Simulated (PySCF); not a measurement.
A structure optimised at PBE-D3(BJ)/def2-SVP, used in a PySCF frequency run:

```xyz
14

C     -3.4322    -0.5000     0.4140
C     -1.9767    -0.9333     0.2302
C     -1.0278     0.2431    -0.0591
Si     0.7546    -0.2695    -0.2855
F      1.2637    -1.0334     1.0721
Cl     1.9458     1.4076    -0.5560
H     -3.8185     0.0070    -0.4947
H     -3.5342     0.2122     1.2591
H     -4.0918    -1.3665     0.6225
H     -1.9120    -1.6748    -0.5970
H     -1.6258    -1.4681     1.1393
H     -1.0595     0.9908     0.7643
H     -1.3409     0.7904    -0.9766
H      0.9865    -1.2063    -1.4293
```

Problem. Write its SMILES and formula.

Solution. CCC[Si@H](F)Cl, C3H8ClFSi

Problem. What are its rotational constants (standard atomic weights)?

Solution. 4.3099, 1.0199, 0.87632 GHz
